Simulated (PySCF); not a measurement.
**Zirconium: a sound run and one with changed settings**

Sound run: Zr [Kr] 4d2 5s2, Zr⁺ [Kr] 4d2 5s1. Calculation: PySCF 2.14, in def2-SVP with the def2 core potential (28 electrons); a scalar-relativistic core potential. In the sound run the correlated levels freeze 4s2 4p6 outside the core potential. The sound run starts from symmetry-adapted Hartree-Fock orbitals and uses a fine grid where one is needed.

Changed run: all electrons correlated in a basis built for the valence shell.

| species | method | sound run (hartree) | changed run (hartree) | converged |
| --- | --- | --- | --- | --- |
| Zr | MP2 | -46.46623 | -46.59580 | yes |
| Zr⁺ | MP2 | -46.24900 | -46.36830 | yes |

Ionisation energy of Zr:

| method | sound run (eV) | changed run (eV) |
| --- | --- | --- |
| UHF | 5.193 | 5.193 |
| MP2 | 5.911 | 6.190 |
| SCS-MP2 | 6.057 | 6.249 |

A valence basis has no tight correlating functions, so it recovers only part of the core correlation, and not evenly between atom and ion.

For comparison, NIST gives 6.634 eV between the lowest levels.
